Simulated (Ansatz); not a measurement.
Computed with Ansatz on PBE0-D4/def2-TZVP structures; ΔE is electronic, products minus reactants. CBS: MP2 limit from def2 TZ/QZ plus the TZ coupled-cluster correction, frozen cores. This one scheme is used for every species. DFT in def2-TZVPP. B3LYP here is the variant with VWN-RPA as its local correlation; programs differ in this. Each species was taken in one conformer, which may not be the lowest.

Reaction (ligand exchange at the Al–C bond): `C[CH2][Al]([OH])[OH]` + CH₃NH₂ → `C[NH][Al]([OH])[OH]` + `CC`

(1) Is it downhill or uphill in electronic energy at CCSD(T)/CBS, and by how much? (Estimate.)

(2) What do these levels give: r2SCAN-D4, PBE0-D4, ωB97X-V, B3LYP, HF/def2-TZVPP, HF/CBS(def2)? (Estimate.)

Largest T1 diagnostic among the species: 0.011.

Results:

(1) Computed: Downhill: ΔE = -0.99 eV.

(2) Ansatz gave: r2SCAN-D4 -0.99, PBE0-D4 -0.93, ωB97X-V -0.97, B3LYP -1.00, HF/def2-TZVPP -1.10, HF/CBS(def2) -1.10 eV.

In def2-TZVPP, CCSD(T) changes the Hartree–Fock value by +0.10 eV (the triples alone add +0.02 eV) and MP2 by +0.08 eV. From PBE to PBE0 (25 % exact exchange), in def2-TZVPP and without D4, ΔE moves by −0.04 eV.
